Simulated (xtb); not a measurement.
B₂H₄O, SMILES O(B)B. All values are semi-empirical tight-binding results from xtb (GFN2-xTB unless named), good for trends rather than for accurate numbers. Geometry optimised at GFN2-xTB.

```json
{
  "point_group_as_xtb_finds_it": "D2d",
  "orbital_gap": "5.77 eV",
  "dipole_moment": "0.00 D",
  "zero_point_energy": "28.6 kcal/mol",
  "G − E(el) at 298.15 K (modified RRHO)": "13.9 kcal/mol",
  "static polarisability (D4 model)": "34.0 bohr³",
  "solvation energy, GFN2-xTB/ALPB(water)": "-1.6 kcal/mol",
  "solvation energy, GFN2-xTB/ALPB(dmf)": "-4.0 kcal/mol"
}
```

Computed IR lines (harmonic; lines under 4 % of the strongest left out, lines within 3 cm⁻¹ merged):
ν (cm⁻¹): 883 (s), 953 (m), 1195 (m), 1650 (s), 2537 (vs), 2544 (w), 2551 (vs) (against the strongest line: vs over 80 %, s over 45 %, m over 15 %, w over 4 %, vw less)
